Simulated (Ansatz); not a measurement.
The cluster Au3 (the lowest doublet isomer of a short search) was relaxed with PBE0-D4 (def2-TZVP) in Ansatz in these states: neutral doublet, neutral quartet. The geometries follow in no particular order.

In the def2 sets Au takes a core potential; there is no spin–orbit coupling.

A:

```xyz
3

Au   -0.956   -1.933   -0.967
Au    0.265    2.106    1.040
Au    0.691   -0.173   -0.073
```

B:

Cartesian coordinates in Å:
```
Au 0.5052 -0.5470 1.3180
Au 0.9541 0.1756 -1.1621
Au -1.4593 0.3714 -0.1559
```

Q: Judge from the bond lengths which geometry belongs to which state (an estimate).

A: A is the neutral doublet (Au1–Au3 2.572 Å, Au2–Au3 2.572 Å); B is the neutral quartet (Au1–Au3 2.622 Å, Au2–Au3 2.622 Å).

At PBE0-D4/def2-TZVP a doublet lies 1.85 eV below the neutral quartet. These are the stationary points nearest to one start from a short search; other shapes may lie lower in each state.
